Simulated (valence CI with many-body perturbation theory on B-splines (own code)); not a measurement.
## Kr³⁺: electric-dipole lines

Calculated by valence CI with perturbative core correlation (CI+MBPT): five valence electrons over a frozen Dirac-Fock core [Ar] 3d10, a basis of 11 s, 11 p, 10 d, 8 f, 5 g, 2 h functions for each j, with the one-electron correlation potential Σ1 (screened to all orders), the two-electron term Σ2, the three-electron term Σ3, Breit, model QED; selected single and double excitations, second order for the rest, scaled by the run's own slope (own B-spline code, finite nucleus).

Against 66 measured levels this calculation errs by 189 cm⁻¹ on average and by 409 at most. These come from a selection out of Saloman, J. Phys. Chem. Ref. Data 36, 215 (2007). Levels without a partner in it may be off by more. Among the levels kept, up to 4100 cm⁻¹ of a level comes from second order outside the variational space, and about a tenth of that is noise between levels of different J, which matters for small intervals. 3 measured levels below the end of the list, from 202373 cm⁻¹ on, found no clear computed partner, and computed levels of the same name lie up to 1944 cm⁻¹ from them.

Lines 51 to 100 of 590 in falling wavelength, among levels below 323814 cm⁻¹, chosen from the strongest by gf and those to the six lowest levels. Wavelengths and rates use the calculated energies, so an error of 200 cm⁻¹ moves a line at 362.4 nm by 0.72 % and its rate by three times that or more. Electric multipoles are in the length gauge, E1 and E2 with the static RPA response of the core. Weak lines are less certain than strong ones. Lines between different terms over intervals too small for the method are left out, as are lines whose strength nearly cancels. Where a level lies close to another of its J and parity, the split of strength between their lines is uncertain. The highest levels of a list are the least certain.

Names give the largest LS component (configuration and term), which can be under half, so a name can repeat, a term be missing and a line seem to break the LS rules; names also repeat where a configuration has a term twice. Letters in brackets count levels of one name in rising energy.

```csv
λ vac (nm),λ from measured levels,Upper,Lower,A (s⁻¹),S (a.u.) with core polarisation,S without
565.8,,4s2.4p2.6p 4D°_3/2 [b],4s2.4p2.5d 2F_5/2 [a],2.23e+07,7.98e+00,7.97e+00
559.6,,4s2.4p2.6p 4P°_5/2,4s2.4p2.5d 4P_3/2,1.31e+07,6.81e+00,6.81e+00
548.7,,4s2.4p2.6p 2S°_1/2,4s2.4p2.5d 2P_3/2 [a],5.19e+07,8.46e+00,8.45e+00
545.1,,4s2.4p2.6p 2D°_5/2,4s2.4p2.5d 2F_7/2 [a],5.02e+07,2.41e+01,2.40e+01
544.4,,4s2.4p2.6p 4P°_5/2,4s2.4p2.5d 4D_5/2,1.92e+07,9.16e+00,9.14e+00
536.7,,4s2.4p2.6p 4D°_7/2,4s2.4p2.5d 4D_5/2,9.03e+06,5.52e+00,5.51e+00
532.5,,4s2.4p2.6p 4P°_1/2,4s2.4p2.5d 2P_3/2 [b],5.12e+07,7.64e+00,7.62e+00
531.8,,4s2.4p2.6p 4D°_5/2,4s2.4p2.5d 4P_5/2,1.30e+07,5.79e+00,5.78e+00
529.9,,4s.4p3.4d 4D°_7/2 [b],4s2.4p2.5d 4F_9/2,1.56e+07,9.14e+00,9.13e+00
529.8,,4s2.4p2.6p 2D°_3/2,4s2.4p2.5d 2F_5/2 [a],7.24e+07,2.13e+01,2.12e+01
522.1,,4s2.4p2.6p 2D°_3/2,4s2.4p2.5d 2P_3/2 [b],1.98e+07,5.55e+00,5.55e+00
520.7,,4s2.4p2.6p 4D°_1/2,4s2.4p2.5d 4F_3/2,1.22e+08,1.70e+01,1.70e+01
515.9,,4s2.4p2.6p 4S°_3/2,4s2.4p2.5d 4P_1/2,2.67e+07,7.25e+00,7.24e+00
515.3,,4s2.4p2.6p 4S°_3/2,4s2.4p2.5d 4P_3/2,3.36e+07,9.07e+00,9.05e+00
512.2,,4s2.4p2.6p 2P°_1/2,4s2.4p2.5d 2P_1/2 [a],7.41e+07,9.82e+00,9.82e+00
511.8,,4s2.4p2.6p 4D°_5/2,4s2.4p2.5d 4F_7/2,6.34e+07,2.52e+01,2.52e+01
510.3,,4s2.4p2.6p 4D°_3/2 [b],4s2.4p2.5d 4P_5/2,6.31e+07,1.65e+01,1.65e+01
508.0,,4s.4p3.4d 2D°_5/2,4s2.4p2.5d 4D_5/2,6.54e+06,2.54e+00,2.53e+00
508.0,,4s2.4p2.6p 4P°_5/2,4s2.4p2.5d 4D_7/2,7.90e+07,3.07e+01,3.06e+01
507.1,,4s2.4p2.6p 4D°_3/2 [a],4s2.4p2.5d 4F_5/2,1.12e+08,2.88e+01,2.87e+01
504.0,,4s.4p3.4d 4D°_5/2 [b],4s2.4p2.5d 4P_5/2,9.69e+06,3.67e+00,3.67e+00
502.4,,4s2.4p2.6p 4S°_3/2,4s2.4p2.5d 4D_5/2,5.09e+07,1.27e+01,1.27e+01
501.3,,4s2.4p2.6p 4D°_7/2,4s2.4p2.5d 4D_7/2,2.14e+07,1.07e+01,1.07e+01
499.2,,4s2.4p2.6p 4D°_3/2 [b],4s2.4p2.5d 2P_3/2 [a],3.20e+07,7.86e+00,7.85e+00
487.8,,4s2.4p2.6p 4S°_3/2,4s2.4p2.6s 4P_3/2,2.98e+07,6.83e+00,6.82e+00
486.1,,4s.4p3.4d 4D°_5/2 [b],4s2.4p2.5d 4F_7/2,5.55e+07,1.89e+01,1.89e+01
483.9,,4s2.4p2.6p 4D°_7/2,4s2.4p2.5d 4F_9/2,1.04e+08,4.66e+01,4.65e+01
481.6,,4s2.4p2.6p 4D°_3/2 [a],4s2.4p2.5d 4F_3/2,1.51e+07,3.33e+00,3.33e+00
480.9,,4s2.4p2.6p 2D°_3/2,4s2.4p2.5d 4P_5/2,2.25e+07,4.93e+00,4.92e+00
427.4,,4s2.4p2.6p 2P°_3/2,4s2.4p2.5d 2P_3/2 [b],1.63e+07,2.51e+00,2.50e+00
414.7,,4s.4p3.4d 4F°_7/2 [b],4s2.4p2.5d 4D_5/2,1.93e+07,5.44e+00,5.45e+00
388.4,,4s.4p3.4d 4F°_9/2 [b],4s2.4p2.5d 4D_7/2,5.07e+07,1.47e+01,1.47e+01
377.8,,4s.4p3.4d 4F°_9/2 [b],4s2.4p2.5d 4F_9/2,1.04e+07,2.78e+00,2.79e+00
362.4,356.9,4s2.4p2.5p 2D°_5/2 [b],4s2.4p2.4d 2F_7/2 [b],1.90e+07,2.68e+00,2.67e+00
352.2,,4s.4p3.4d 4F°_7/2 [b],4s2.4p2.5d 4P_5/2,2.54e+07,4.38e+00,4.38e+00
344.8,,4s.4p3.4d 4P°_5/2 [b],4s2.4p2.5d 2P_3/2 [a],1.59e+07,1.93e+00,1.94e+00
339.7,,4s.4p3.4d 4F°_9/2 [b],4s2.4p2.5d 4F_7/2,2.56e+07,4.94e+00,4.95e+00
314.3,,4s.4p3.4d 4F°_7/2 [b],4s2.4p2.5d 4F_5/2,4.30e+07,5.28e+00,5.28e+00
306.5,305.1,4s2.4p2.5p 2D°_5/2 [a],4s2.4p2.5s 2P_3/2,5.36e+07,4.57e+00,4.60e+00
304.1,302.5,4s2.4p2.5p 4D°_3/2,4s2.4p2.5s 4P_3/2,3.09e+07,1.72e+00,1.73e+00
301.7,298.4,4s2.4p2.5p 2P°_3/2 [b],4s2.4p2.4d 2D_5/2 [c],5.67e+07,3.08e+00,3.06e+00
301.6,298.7,4s2.4p2.5p 2D°_5/2 [c],4s2.4p2.4d 2P_3/2 [b],2.07e+07,1.68e+00,1.69e+00
295.0,293.2,4s2.4p2.5p 2F°_5/2,4s2.4p2.5s 2D_3/2,1.38e+08,1.05e+01,1.06e+01
292.7,,4s2.4p2.5p 2S°_1/2,4s2.4p2.5s 4P_1/2,1.12e+08,2.77e+00,2.79e+00
292.0,,4s2.4p2.5p 2D°_3/2 [a],4s2.4p2.5s 2P_1/2,5.23e+07,2.57e+00,2.59e+00
286.9,285.4,4s2.4p2.5p 2D°_3/2 [c],4s2.4p2.5s 2D_5/2,8.02e+07,3.74e+00,3.76e+00
285.9,284.1,4s2.4p2.5p 2F°_7/2,4s2.4p2.5s 2D_5/2,1.94e+08,1.79e+01,1.80e+01
283.6,282.1,4s2.4p2.5p 2D°_5/2 [c],4s2.4p2.5s 2D_5/2,6.89e+07,4.65e+00,4.70e+00
281.6,279.9,4s2.4p2.5p 2D°_5/2 [c],4s2.4p2.5s 2D_3/2,3.56e+07,2.36e+00,2.38e+00
281.4,,4s2.4p2.5p 2P°_1/2 [c],4s2.4p2.5s 2S_1/2,2.02e+08,4.45e+00,4.49e+00
```
